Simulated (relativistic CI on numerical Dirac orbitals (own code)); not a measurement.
Magnetism of Tb3+, 4f8, in a crystal field

Calculated by Dirac-Coulomb-Breit CI, orbitals from a KLI potential per configuration, model QED (radiative potential, 1s self-energy scaled to tabulated hydrogen-like ionisation energies), one configuration in a parametric crystal field, unscaled Slater integrals (own radial code). With so little scaling, terms lie 10 to 35 % too far apart, which can change the order of excited levels.

Field parameters in Wybourne normalisation; cubic f-shell fields have B⁴₄ = √(5/14) B⁴₀ and B⁶₄ = −√(7/2) B⁶₀. The field is a parameter set, without covalency.

S is read from ⟨S²⟩ = S(S + 1).

Powder χT (cm³ K mol⁻¹) by Van Vleck's formula, with temperature-independent terms:

| Field | 2 K | 5 K | 10 K | 20 K | 50 K | 100 K | 200 K | 300 K |
| --- | --- | --- | --- | --- | --- | --- | --- | --- |
| D3h, B20 = -50, B40 = -260, B60 = 130, B66 = 210 cm⁻¹ | 6.81 | 9.68 | 10.7 | 11.3 | 11.6 | 11.7 | 11.8 | 11.8 |
| Oh, B40 = -2240, B60 = 730 cm⁻¹ | 5.91 | 8.9 | 9.83 | 10.2 | 10.6 | 11 | 11.4 | 11.6 |

**Question.** For Oh, B40 = -2240, B60 = 730 cm⁻¹: what effective moment follows at 300 K?

**Answer.** μ_eff = √(8χT) = 9.62 μB. The LS value g√(J(J + 1)) of the free ion's 7F_6 level is 9.72 μB.
